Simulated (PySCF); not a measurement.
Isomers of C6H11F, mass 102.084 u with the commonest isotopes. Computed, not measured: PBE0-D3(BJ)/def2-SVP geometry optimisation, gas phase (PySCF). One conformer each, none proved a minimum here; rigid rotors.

Question: Order these by radius of gyration √(Σ m r²/M), largest first.
A. `[F:1][CH:2]1[CH2:3][CH2:4][CH2:5][CH2:6][CH2:7]1` with F1–C2–C3–C4 66°, C2–C3–C4–C5 54°, C3–C4–C5–C6 -55°, C4–C5–C6–C7 55°
B. `[CH3:1][CH2:2]/[CH:3]=[CH:4]/[CH2:5][CH2:6][F:7]` with C1–C2–C3–C4 120°, C3–C4–C5–C6 125°, C4–C5–C6–F7 60°
C. `[CH3:1][CH2:2][C@@H:3]1[CH2:4][CH2:5][C@@H:6]1[F:7]` with C1–C2–C3–C4 176°, C2–C3–C4–C5 -98°, C3–C4–C5–C6 -18°, C4–C5–C6–F7 140°, C2–C3–C6–C5 97°

Answer: B (2.396 Å), C (1.804 Å), A (1.690 Å).

Question: Order these by out-of-plane moment Σ m c² = (Ia + Ib − Ic)/2, largest first.
A. `[F:1][CH:2]1[CH2:3][CH2:4][CH2:5][CH2:6][CH2:7]1` with F1–C2–C3–C4 66°, C2–C3–C4–C5 54°, C3–C4–C5–C6 -55°, C4–C5–C6–C7 55°
B. `[CH3:1][CH2:2]/[CH:3]=[CH:4]/[CH2:5][CH2:6][F:7]` with C1–C2–C3–C4 120°, C3–C4–C5–C6 125°, C4–C5–C6–F7 60°
C. `[CH3:1][CH2:2][C@@H:3]1[CH2:4][CH2:5][C@@H:6]1[F:7]` with C1–C2–C3–C4 176°, C2–C3–C4–C5 -98°, C3–C4–C5–C6 -18°, C4–C5–C6–F7 140°, C2–C3–C6–C5 97°

Answer: A (39.63 u·Å²), B (29.09 u·Å²), C (22.64 u·Å²).

Question: Order these by rotational constant C, smallest first.
A. `[F:1][CH:2]1[CH2:3][CH2:4][CH2:5][CH2:6][CH2:7]1` with F1–C2–C3–C4 66°, C2–C3–C4–C5 54°, C3–C4–C5–C6 -55°, C4–C5–C6–C7 55°
B. `[CH3:1][CH2:2]/[CH:3]=[CH:4]/[CH2:5][CH2:6][F:7]` with C1–C2–C3–C4 120°, C3–C4–C5–C6 125°, C4–C5–C6–F7 60°
C. `[CH3:1][CH2:2][C@@H:3]1[CH2:4][CH2:5][C@@H:6]1[F:7]` with C1–C2–C3–C4 176°, C2–C3–C4–C5 -98°, C3–C4–C5–C6 -18°, C4–C5–C6–F7 140°, C2–C3–C6–C5 97°

Answer: B (907.7 MHz), C (1633 MHz), A (2007 MHz).

| SMILES | point group | Ia (u·Å²) | Ib (u·Å²) | Ic (u·Å²) | κ | μa (D) | μb (D) | μc (D) |
| --- | --- | --- | --- | --- | --- | --- | --- | --- |
| CC/C=C/CCF | C1 | 80.87 | 534.09 | 556.77 | -0.99 | 0.71 | 1.11 | 1.04 |
| CC[C@@H]1CC[C@@H]1F | C1 | 135.83 | 218.90 | 309.44 | -0.35 | 0.71 | 1.31 | 0.44 |
| FC1CCCCC1 | Cs | 141.38 | 189.69 | 251.81 | -0.16 | 0.88 | 0.00 | 1.36 |
